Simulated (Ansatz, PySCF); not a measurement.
silanone (H₂OSi), SMILES O=[SiH2].

Coordinates come from a ωB97X-D3(BJ)/def2-TZVP optimisation.

Two levels are set side by side: PBE/def2-TZVPD (Ansatz, a program for electronic structure) and EOM-CCSD/aug-cc-pVDZ (PySCF). PBE by ΔSCF, the other level by its IP root; same geometry, the bases differ. Differences are taken from unrounded values.

| quantity | EOM-CCSD | PBE | PBE minus EOM-CCSD |
|---|---|---|---|
| vertical ionisation energy (eV) | 10.65 | 10.77 | 0.12 |

Here PBE gives about what the other level gives.
